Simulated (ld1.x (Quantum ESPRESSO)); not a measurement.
**Ranking ultrasoft potentials for Co**

All share these settings but for the change named:

ld1.x (Quantum ESPRESSO) 7.5 input, shortened:

```
&input
   title='Co', zed=27., rel=1, dft='PZ', iswitch=3,
   config='[Ar] 3d7 4s2 4p0'
 /
 &inputp
   pseudotype=3, tm=.true., lloc=-2, rcloc=1.35,
   nlcc=.false.,
   which_augfun='PSQ', rmatch_augfun_nc=.true.
 /
6
3S  1  0   2.00   0.00  1.10  1.45  0.0
4S  2  0   2.00   0.00  1.10  1.45  0.0
3P  2  1   6.00   0.00  1.15  1.30  0.0
4P  3  1   0.00   0.00  1.15  1.30  0.0
3D  3  2   7.00   0.00  1.20  1.40  0.0
3D  3  2   0.00  -0.15  1.20  1.40  0.0
 &test
   configts(1)='3s2 3p6 3d7 4s2 4p0'
 /
```

Cutoff: the first of the cutoffs (Ry, on a coarse ladder) from which the occupation-weighted sum of valence levels, in a spherical-Bessel basis at the reference potential, stays within 10 and 1 mRy of its value at 400 Ry; the density cutoff is not measured.

The base gives 70 Ry.

Of 6 variants that were run, those that failed, showed a ghost or another fault, or gave nearly equal values are left out.

A variant can come out equal or close to the base.

Problem. Rank these variants from softest to hardest (loose cutoff).
A. waves 3p (bound): rcut 0.76, rcutus 0.80 bohr; 4p (bound): rcut 0.76, rcutus 0.80 bohr
B. waves 3s (bound): rcut 1.10, rcutus 1.70 bohr; 4s (bound): rcut 1.10, rcutus 1.70 bohr
C. waves 3d (bound): rcut 1.20, rcutus 1.90 bohr; 3d channel at -0.15 Ry: rcut 1.20, rcutus 1.90 bohr

Solution. C (50 Ry), B (70 Ry), A (120 Ry).
